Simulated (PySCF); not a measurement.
**Electron correlation in Tm⁴⁺ (thulium, charge +4)**

Starting occupation: [Xe] 4f11, 4f5/2 with m_j = -5/2, -3/2, -1/2, +1/2, +3/2, +5/2, 4f7/2 with m_j = -1/2, +1/2, +3/2, +5/2, +7/2. All numbers are calculated (PySCF 2.14, X2C-1e with screened-nucleus spin-orbit coupling, Gaussian nucleus, in x2c-SVPall-2c (7s10p9d3f1g, 112 functions)). Frozen: [Ar] 3d10; 37 electrons correlated; the 16 highest virtual spinors left out.

MP2 pair energies summed by pair of shells (mhartree):

| pair | energy | share (%) |
| --- | --- | --- |
| 4f-4f | -143.36 | 17.5 |
| 4d-4f | -131.87 | 16.1 |
| 5p-5p | -121.20 | 14.8 |
| 4f-5p | -93.04 | 11.3 |
| 4d-4d | -87.45 | 10.6 |
| 4d-4p | -62.46 | 7.6 |
| 4d-5p | -56.31 | 6.9 |
| 4f-4p | -37.92 | 4.6 |
| 5p-5s | -25.30 | 3.1 |
| 4p-4p | -15.12 | 1.8 |
| 4p-5p | -8.97 | 1.1 |
| 4f-5s | -7.79 | 0.9 |
| 4d-5s | -7.69 | 0.9 |
| 5s-5s | -5.17 | 0.6 |
| 4d-4s | -4.83 | 0.6 |
| 4f-4s | -4.04 | 0.5 |
| 4p-4s | -3.63 | 0.4 |
| 4p-5s | -2.90 | 0.4 |
| 4s-4s | -0.91 | 0.1 |
| 4s-5p | -0.90 | 0.1 |
| 4s-5s | -0.41 | 0.1 |

Total MP2 correlation energy: -821.28 mhartree.

The GHF reference relaxed away from the jj start to a determinant that is no pure jj level (⟨S²⟩ = 3.76, ⟨J²⟩ = 63.75); the energies belong to that determinant.

This basis was not built for core-valence correlation, so the inner-shell part is incomplete.
